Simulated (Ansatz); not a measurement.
Total energies of (F)3Zr-NH-SiH3 (ZrSiNF₃H₄) from Ansatz at PBE0-D4/def2-TZVP, gas phase (1 Eh = 27.2114 eV = 2625.5 kJ/mol). The reference geometry is relaxed at PBE0-D4/def2-SVP.

```xyz
10

Zr    0.119    0.836   -1.449
F     1.301   -0.387   -2.309
F    -1.655    0.476   -2.047
F     0.621    2.644   -1.761
N     0.208    0.528    0.551
Si   -0.180   -0.998    1.318
H     0.489    1.275    1.187
H     0.984   -1.579    2.054
H    -0.556   -1.910    0.192
H    -1.331   -0.885    2.264
```

```tsv
state	geometry	energy (Eh)
charge 0 singlet	reference	-693.24262
charge 1 doublet	reference	-692.86836
charge 0 triplet	relaxed at PBE0-D4/def2-SVP	-693.10313
free Zr atom (triplet)	–	-46.88229
free F atom (doublet)	–	-99.67617
free N atom (quartet)	–	-54.54382
free Si atom (triplet)	–	-289.24943
free H atom (doublet)	–	-0.50104
```

In the def2 sets Zr takes a core potential; there is no spin–orbit coupling.

Task: Work out the vertical ionisation energy to the doublet.

Result: E(charge 1 doublet) − E(charge 0 singlet) = -692.86836 − (-693.24262) = 0.37426 Eh = 10.18 eV. For comparison, −ε of the highest occupied level is 8.26 eV at this level, 1.92 eV less.

Task: Which of the charge 0 states is lowest, and how far above it are the others?

Result: The singlet. triplet: -693.10313 − (-693.24262) = 0.13949 Eh = 366.2 kJ/mol. The triplet differs in its bonds from the reference.

Task: What is the binding energy per atom against free atoms?

Result: Atoms: 1 × (-46.88229) + 3 × (-99.67617) + 1 × (-54.54382) + 1 × (-289.24943) + 4 × (-0.50104) = -691.70821 Eh. Binding: -691.70821 − (-693.24262) = 1.53441 Eh = 41.75 eV, or 4.18 eV for each of 10 atoms (no zero-point energy, no counterpoise term).
